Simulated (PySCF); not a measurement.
An unknown gives this computed stick spectrum. Computed with TDDFT CAM-B3LYP/def2-SVPD, vertical, gas phase, core orbitals frozen in the response in PySCF 2.14.0, density-fitted response routines. Geometries: GFN2-xTB, one conformer each.

```json
{"state": "S1", "ν̃ (cm⁻¹)": "51710", "f": "0.010", "main configurations (H = HOMO, L = LUMO)": "H-1→L (74%), H-1→L+1 (9%)"}
{"state": "S2", "ν̃ (cm⁻¹)": "53750", "f": "0.096", "main configurations (H = HOMO, L = LUMO)": "H→L (84%)"}
{"state": "S3", "ν̃ (cm⁻¹)": "57510", "f": "0.0094", "main configurations (H = HOMO, L = LUMO)": "H→L+1 (51%), H-1→L+1 (21%)"}
{"state": "S4", "ν̃ (cm⁻¹)": "57580", "f": "0.030", "main configurations (H = HOMO, L = LUMO)": "H→L+2 (42%), H-1→L+1 (24%)"}
{"state": "S5", "ν̃ (cm⁻¹)": "58250", "f": "0.023", "main configurations (H = HOMO, L = LUMO)": "H-1→L+4 (33%), H-1→L+2 (28%)"}
{"state": "S6", "ν̃ (cm⁻¹)": "58710", "f": "0.050", "main configurations (H = HOMO, L = LUMO)": "H→L+1 (26%), H→L+2 (23%), H-1→L+1 (18%)"}
{"state": "S7", "ν̃ (cm⁻¹)": "60080", "f": "0.017", "main configurations (H = HOMO, L = LUMO)": "H-2→L (32%), H-2→L+5 (11%), H-2→L+3 (9%)"}
{"state": "S8", "ν̃ (cm⁻¹)": "60660", "f": "0.012", "main configurations (H = HOMO, L = LUMO)": "H-4→L (20%), H→L+3 (15%), H-2→L+5 (12%)"}
```

Problem. Which candidate is it? All have the formula C4H8ClFSi2.
A. `C=C[Si@@H](Cl)/C(F)=C\[SiH3]`
B. `F[Si@@]1([SiH3])C=CC[C@H]1Cl`
C. `C=C[Si@@]1(Cl)C[SiH2][C@@H]1F`
D. `F[C@@H](Cl)[C@@H]1C=C[SiH2][SiH2]1`
E. `C=C(F)[C@@H]1[SiH2]C[Si@@H]1Cl`

Solution. D. Its S1, at 6.41 eV, is the highest among the candidates; the nearest of the others has S1 at 6.15 eV. S1 is HOMO-1→LUMO (74%), HOMO-1→LUMO+1 (9%). Löwdin shares by element: HOMO carbon 72% or more, silicon 7% or more (atoms not listed hold the other 21%); LUMO carbon 40% or more, silicon 21% (atoms not listed hold the other 38%). At the same level the other candidates give, for their lowest levels:
- `C=C[Si@@H](Cl)/C(F)=C\[SiH3]`: 6.15 eV (f 0.328); 6.47 eV (f 0.002); 6.88 eV (f 0.016); 6.90 eV (f 0.008); 7.05 eV (f 0.003); T1 3.85 eV; HOMO -9.19, LUMO -0.16 eV
- `C=C(F)[C@@H]1[SiH2]C[Si@@H]1Cl`: 5.88 eV (f 0.004); 6.29 eV (f 0.015); 6.56 eV (f 0.204); 6.73 eV (f 0.357); 7.12 eV (f 0.017); T1 4.28 eV; HOMO -8.15, LUMO 0.62 eV
- `C=C[Si@@]1(Cl)C[SiH2][C@@H]1F`: 5.80 eV (f 0.024); 6.05 eV (f 0.030); 6.58 eV (f 0.096); 6.66 eV (f 0.338); 6.87 eV (f 0.005); T1 4.28 eV; HOMO -8.86, LUMO 0.13 eV
- `F[Si@@]1([SiH3])C=CC[C@H]1Cl`: 5.86 eV (f 0.023); 6.10 eV (f 0.121); 6.48 eV (f 0.002); 6.68 eV (f 0.006); 6.78 eV (f 0.065); T1 4.22 eV; HOMO -9.17, LUMO -0.10 eV
Triplets come from the Tamm–Dancoff approximation.
